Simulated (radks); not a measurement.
The numbers below are computed, except where a source is named.
Task: Coherent X-ray form factor from a spherical all-electron density. Code: a radial shooting solver on a logarithmic mesh with Libxc functionals. Model: Dirac Kohn-Sham, PBE, spin-unpolarised, spherical densities, finite nucleus; Fermi nuclear charge, rms radius of each element as measured or else 0.836 A^(1/3) + 0.57 fm.

| sin(theta)/lambda (1/angstrom) | f0 (electrons) |
|---|---|
| 0.05 | 46.595 |
| 0.1 | 45.430 |
| 0.15 | 43.646 |
| 0.2 | 41.429 |
| 0.25 | 38.972 |
| 0.3 | 36.437 |
| 0.4 | 31.595 |
| 0.5 | 27.462 |
| 0.6 | 24.184 |
| 0.8 | 19.775 |
| 1 | 16.998 |
| 1.25 | 14.239 |
| 1.5 | 11.733 |
| 2 | 7.939 |

The species is in the configuration that NIST lists as its ground one. Which atom or ion scatters so?

Result: The tellurium ion Te5+, [Kr] 4d10 5s1. Extrapolating in s^2 from the first two rows gives f0(0) = 47.0, near the electron count 47; among species with that count, the fall with angle is slower the higher Z, and the table is that of Z = 52; from so few rows the species is fixed only to a neighbour or two.
